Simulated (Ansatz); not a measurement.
**Molecular dynamics of GaH$_{4}$NO**

Input file:

```yaml
crystal:
  periodic: [false, false, false]
  atoms:
    - { symbol: Ga, position_ang: [-0.230129, -0.704731, 0.937151] }
    - { symbol: "N", position_ang: [0.213295, 0.704717, -0.509361] }
    - { symbol: O, position_ang: [-0.422164, -1.655707, -0.518004] }
    - { symbol: H, position_ang: [-0.062364, -0.412577, -0.989926] }
    - { symbol: H, position_ang: [-0.228676, -0.453412, 2.469801] }
    - { symbol: H, position_ang: [1.170434, 1.053303, -0.657567] }
    - { symbol: H, position_ang: [-0.440299, 1.468207, -0.732295] }
basis:
  gaussian: { orbitals: def2-SVP }
hamiltonian:
  xc: revpbe
  dispersion: d4
md:
  timestep: 0.5
  n_steps: 200
  ensemble: nve
  temperature: 300.0
  initial_velocities: maxwell_boltzmann
  seed: 10321
```

Launched with:

```bash
$ ansatz run input.yaml --threads 2 --pin off --max-ram 3072MiB --backend cpu --events-out ev --progress --plain --runs-dir out
```

It starts at the highest image of a converged band, a first-order saddle point between two minima.

Output, in part (step lines, the closing report, with atoms numbered from 0):

```
md step     0: t =     0.00 fs  T =   300.0 K  F+E_penalty+E_count = -55965.63728703 eV  E_kin = 0.193890 eV  conserved = -55965.44339703 eV  (27 SCF iters)
[... lines left out ...]
Total energy: -55965.72877706 eV, -2056.7025976233 hartree
Atom 0 at    -0.229944    -0.581099     0.562868 Å, force    -0.318591    -3.087621     1.737232 eV/Å
Atom 1 at     0.317055     1.114412     0.418572 Å, force     0.533580     1.605859    -0.407653 eV/Å
Atom 2 at    -0.523171    -2.406917     0.136858 Å, force    -0.398525     2.227072     1.511036 eV/Å
Atom 3 at    -0.309154    -2.846178    -0.658948 Å, force     0.423478    -0.799496    -2.339886 eV/Å
Atom 4 at    -0.172873    -1.099910     2.117196 Å, force     0.003231     0.628965    -0.216700 eV/Å
Atom 5 at     0.097489     2.043692     0.026865 Å, force     0.017133    -0.696982    -0.272610 eV/Å
Atom 6 at     0.972219     1.236470     1.205510 Å, force    -0.260307     0.122203    -0.011420 eV/Å
Dipole moment:     0.117995     0.474170    -0.460536 e Å
```

The steps, from the saved trajectory:

```csv
time (fs),T (K),potential energy less start (eV),conserved less start (meV/atom)
0.0,300,0.000,0.00
3.0,219,0.053,0.11
6.0,190,0.072,0.07
9.0,207,0.060,0.04
12.0,218,0.054,0.11
15.0,287,0.009,0.05
18.0,459,-0.103,-0.02
21.0,510,-0.135,0.15
24.0,797,-0.322,-0.10
27.0,850,-0.355,0.14
30.0,1008,-0.457,0.05
33.0,1156,-0.554,-0.01
36.0,1211,-0.587,0.22
39.0,1480,-0.763,-0.07
42.0,1615,-0.849,0.07
45.0,1779,-0.955,0.13
48.0,1946,-1.065,-0.11
51.0,1923,-1.048,0.11
54.0,2004,-1.100,0.11
57.0,2155,-1.200,-0.09
60.0,2172,-1.209,0.08
63.0,2136,-1.186,0.11
66.0,2112,-1.172,-0.06
69.0,1927,-1.051,0.06
72.0,1673,-0.887,0.12
75.0,1483,-0.765,-0.01
78.0,1252,-0.615,0.05
81.0,1021,-0.465,0.12
84.0,908,-0.393,0.01
87.0,785,-0.313,0.06
90.0,696,-0.256,0.10
93.0,646,-0.224,-0.01
96.0,530,-0.149,0.05
99.0,455,-0.100,0.08
```

All steps were run. The conserved energy stayed within 0.22 meV per atom of its start (net change 0.1 meV per atom), so the integration is sound. The system heated up, since it started high on the potential surface and ran downhill. A run of 0.1 ps of so small a system gives no equilibrium averages. The orbitals stay closed-shell, which can raise the energy where a bond breaks towards radicals; this wasn't checked here.

The step under study would form N2–H4 and break Ga1–N2, O3–H4. These pairs go: N2–H4 1.25 → 4.15 Å, Ga1–N2 2.07 → 1.79 Å, O3–H4 1.38 → 0.93 Å. In the last frame they stand as before the step (other bonds may differ from the relaxed reactants and products). It ends as one piece, GaH4NO. Pairs count as bonded within 1.25 times the sum of covalent radii (0.12 Å more for H–H).

Last frame:

```xyz
7
Properties=species:S:1:pos:R:3
Ga -0.230 -0.581 0.563
N 0.317 1.114 0.419
O -0.523 -2.407 0.137
H -0.309 -2.846 -0.659
H -0.173 -1.100 2.117
H 0.098 2.044 0.027
H 0.972 1.236 1.206
```

Run time: 110 s on 2 threads of Intel(R) Xeon(R) Platinum 8488C (Sapphire Rapids), on a shared host, peak memory 0.12 GiB.
